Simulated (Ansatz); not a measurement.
`C[SiH]1[AlH][Se]1`, charge 0, multiplicity 1.

(1) Give a relaxed structure at PBE0-D4/def2-TZVP (Ansatz 0.2.0). (Best estimate.)

## Answers

(1) Computed: 
Cartesian coordinates in Å:
```
C 0.2581 -1.1012 1.0817
Si -0.6002 0.2131 0.0632
Al 0.3974 1.7777 -1.3541
Se -0.4601 -0.1571 -2.2591
H -0.2700 -2.0537 0.9912
H 1.2881 -1.2418 0.7513
H 0.2661 -0.8129 2.1365
H -2.0227 0.3230 0.4899
H 1.1434 3.0528 -1.9006
```
This is one stationary point; other conformers may exist.
